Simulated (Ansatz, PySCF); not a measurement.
Molecule: InF, charge 0, multiplicity 1. 
Coordinates optimised at B3LYP-D3(BJ)/def2-TZVP (Ansatz, an electronic-structure program):
SMILES: [F][In]
```xyz
2

In     0.0000     0.0000    -0.3120
F      0.0000     0.0000     1.6989
```

Total electronic energies in hartree. Valence correlation only, unless marked. No spin-orbit coupling. The frozen core is the preceding noble-gas configuration, with the filled d and f shells of earlier blocks. In def2 rows, elements after Kr have scalar-relativistic effective core potentials. Basis-set limits of correlation are two-point, X^-3; Hartree-Fock from the larger set. [CCSD(T)-MP2]/basis is that difference in the basis named.

```
level                                                            program  energy (Eh)
--------------------------------------------------------  --------------  -----------
HF/def2-TZVPD                                                      PySCF   -288.75687
HF-D3(BJ)/def2-TZVPD                                       PySCF + dftd3   -288.76288
RI-HF/def2-QZVPP                                                  Ansatz   -288.76187
SVWN5/def2-TZVPD                                                  Ansatz   -289.14766
PBE-D3(BJ)/def2-TZVPD                                     Ansatz + dftd3   -290.00190
BLYP/def2-TZVPD                                                   Ansatz   -290.05423
TPSS-D3(BJ)/def2-TZVPD                                     PySCF + dftd3   -290.01686
PBE0/def2-SVP                                                     Ansatz   -289.85167
PBE0/def2-QZVPP                                                   Ansatz   -289.99638
BHLYP-D3(BJ)/def2-TZVPD                                   Ansatz + dftd3   -289.97440
BHLYP/def2-TZVPD                                                  Ansatz   -289.97341
TPSSh-D3(BJ)/def2-TZVPD                                    PySCF + dftd3   -290.01148
PW6B95-D3(BJ)/def2-TZVPD                                   PySCF + dftd3   -290.30518
HSE06/def2-TZVPD                                                  Ansatz   (withheld)
LC-wPBE/def2-TZVPD                                                Ansatz   -290.05164
MP2/def2-TZVPPD                                                   Ansatz   -289.06688
CCSD/def2-SVP                                                     Ansatz   -288.85946
CCSD/def2-QZVPPD                                                  Ansatz   -289.09956
CCSD(T)/def2-SVP                                                  Ansatz   -288.86354
CCSD(T)/def2-SVPD                                                 Ansatz   -288.89489
CCSD(T)/def2-QZVPPD                                               Ansatz   -289.11120
RI-MP2/CBS(def2-TZVPP,def2-QZVPP)+[CCSD(T)-MP2]/def2-SVP          Ansatz    -289.1323
CCSD(T)/CBS(def2-TZVPPD,def2-QZVPPD)                              Ansatz    -289.1294
```

Question: Fill in the missing entries.

Answer: 
- HSE06/def2-TZVPD, energy (Eh): -289.98558
